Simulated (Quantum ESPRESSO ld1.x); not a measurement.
Values are calculated unless marked as measured or tabulated.
Species: S I. Configuration: [Ne] 3s2 3p2 4p2 (not the ground configuration).

Level of theory: non-relativistic Kohn-Sham, PBEsol, spin-unpolarised, spherical densities, point nucleus (ld1.x of Quantum ESPRESSO 7.5).

Energy parts (hartree):
part                    energy
total                 -396.440
kinetic                395.885
electron-nucleus      -937.004
Hartree                168.924
exchange-correlation   -24.245

Orbitals (lengths in bohr, moments of r in powers of bohr):
\begin{tabular}{lrrr}
orbital & occ. & eigenvalue (hartree) & <1/r> \\ \hline
1s & 2 & -88.5266 & 15.54 \\
2s & 2 & -8.26395 & 3.044 \\
2p & 6 & -6.29430 & 2.954 \\
3s & 2 & -1.05763 & 0.8644 \\
3p & 2 & -0.64804 & 0.7549 \\
4p & 2 & -0.07836 & 0.2165 \\
\end{tabular}

The highest occupied level is 4p at -2.132 eV. Summed over all electrons, <r^2> = 94.93 bohr^2, which gives a Langevin (diamagnetic) susceptibility term of -75.2 x 10^-6 cm^3/mol. Virial ratio -V/T = 2.00140.
